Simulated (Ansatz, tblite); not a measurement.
Isomers of In$_{6}$Sb$_{4}$Br$_{6}$ (singlet), found by a short tight-binding search and relaxed with PBE-D4/def2-SVP in Ansatz.

In the def2 sets In, Sb take a core potential; there is no spin–orbit coupling. The xTB rows come from tblite. Correlated methods freeze 94 core orbitals; core or outer-core shells of In, Sb, Br are correlated, in sets that lack core-valence functions. Single mean-field runs in def2-SVP, def2-TZVP are fitted with def2-universal-jkfit.

Run but left out: HF/def2-SVP (A: restricted singlet, unstable towards broken spin symmetry).

A: The restricted singlet is unstable towards broken spin symmetry in Hartree–Fock (as tested in another run); at PBE-D4/def2-TZVP, r2SCAN-D4/def2-SVP, PBE0-D4/def2-SVP, PBE0-D4/def2-TZVP this wasn't settled. At MP2/def2-SVP the restricted singlet (for correlated methods, its reference) is unstable: a solution with broken spin symmetry lies lower. C: The restricted singlet is unstable towards broken spin symmetry in Hartree–Fock (as tested in another run); at PBE-D4/def2-TZVP, r2SCAN-D4/def2-SVP, PBE0-D4/def2-SVP, PBE0-D4/def2-TZVP this wasn't settled. At MP2/def2-SVP the restricted singlet (for correlated methods, its reference) is unstable: a solution with broken spin symmetry lies lower.

Other spin states weren't relaxed.

A:

```xyz
16

In    1.601   -2.188    2.179
In   -0.076    1.060    1.092
In    3.871    2.102   -0.182
In    2.587   -0.797   -0.766
In   -2.899   -1.672    2.474
In   -1.176    0.468   -2.180
Sb    0.931   -2.723   -2.229
Sb   -2.793    2.721   -2.017
Sb   -0.679   -1.572   -0.162
Sb   -2.253    2.900    0.622
Br    2.107    2.283    2.140
Br    1.414    1.849   -1.887
Br   -0.546   -0.156    3.579
Br   -0.402   -1.020   -4.288
Br    2.306   -4.103   -0.184
Br   -3.993    0.850    1.809
```

B:

```xyz
16

In    3.7959   -0.4231    0.5838
In    1.8058   -0.9083   -3.0014
In    0.0667   -1.6804    2.5885
In   -1.8568    1.1903    1.3706
In    1.7826    3.2393    0.3131
In   -1.7186   -1.0194   -1.1503
Sb   -0.3840    2.4422   -2.0293
Sb   -2.8207    3.0430   -0.5763
Sb    0.5815    0.3066    0.0544
Sb   -2.8627    1.0826   -2.6675
Br   -0.3725   -3.2507    4.5900
Br    3.6263    1.8597   -1.4236
Br   -0.8983   -3.2071   -2.2196
Br    3.8029   -2.3293   -1.5597
Br   -1.4357    1.0620    3.9191
Br   -3.1125   -1.4074    1.2081
```

C:

```
atom   x (Å)   y (Å)   z (Å)
 In1  -0.724   1.330  -0.039
 In2  -2.531  -0.713   1.905
 In3  -3.273   1.125  -2.015
 In4   3.519   3.359   1.105
 In5  -3.440  -3.088  -1.178
 In6   3.646   0.452  -2.171
 Sb7   1.054  -0.902   1.662
 Sb8  -0.487   1.371   2.818
 Sb9   0.080  -1.332  -1.154
Sb10  -0.893  -2.989   0.967
Br11  -2.622  -1.339  -3.367
Br12   4.329   0.619   0.601
Br13   1.268   2.827  -1.049
Br14  -4.745  -0.576  -0.002
Br15   2.108   2.212   3.458
Br16   2.712  -2.357  -1.541
```

D:

Cartesian coordinates in Å:
```
In 2.4566 -1.0263 3.0635
In -1.2007 -2.6956 -1.9133
In -0.3009 3.1728 -0.3437
In 0.3824 0.1285 -2.3399
In -3.3931 -1.3752 1.4196
In 3.4129 -1.0886 -1.1876
Sb 0.0783 -1.2470 0.8308
Sb -0.9335 0.9135 2.4686
Sb 1.5211 1.2926 0.9116
Sb -2.8178 2.2432 0.6551
Br 0.4128 5.5114 0.3445
Br 1.6233 -3.3756 -1.2943
Br 4.4802 -1.9513 1.2738
Br -2.5531 -3.8972 0.3915
Br -0.2100 2.9786 -3.0019
Br -2.9586 0.4162 -1.2782
```

Estimate their order by electronic energy at PBE0-D4/def2-TZVP, counted from the lowest.

B (0.0) < D (12.1) < C (18.8) < A (24.4), in kcal/mol.

Do the other levels pick the same lowest one?

Not GFN1-xTB, GFN2-xTB. Energies above each level's lowest (kcal/mol):

```csv
level,A,B,C,D
GFN1-xTB,29.1,17.6,0.0,7.7
GFN2-xTB,33.7,30.5,0.0,11.6
PBE-D4/def2-SVP,17.2,0.0,6.7,7.7
PBE-D4/def2-TZVP,19.5,0.0,9.3,8.3
r2SCAN-D4/def2-SVP,19.4,0.0,14.7,12.4
PBE0-D4/def2-SVP,22.4,0.0,16.3,11.6
PBE0-D4/def2-TZVP,24.4,0.0,18.8,12.1
RPA@PBE/def2-SVP,22.9,0.0,23.1,15.3
MP2/def2-SVP,31.7,0.0,27.0,19.4
```
Point groups (tolerance 0.1 Å): A not assigned, B not assigned, C not assigned, D not assigned. Lower isomers may exist. From def2-SVP to def2-TZVP the PBE0 values move by up to 2.5 kcal/mol, so results in the small set are rough.
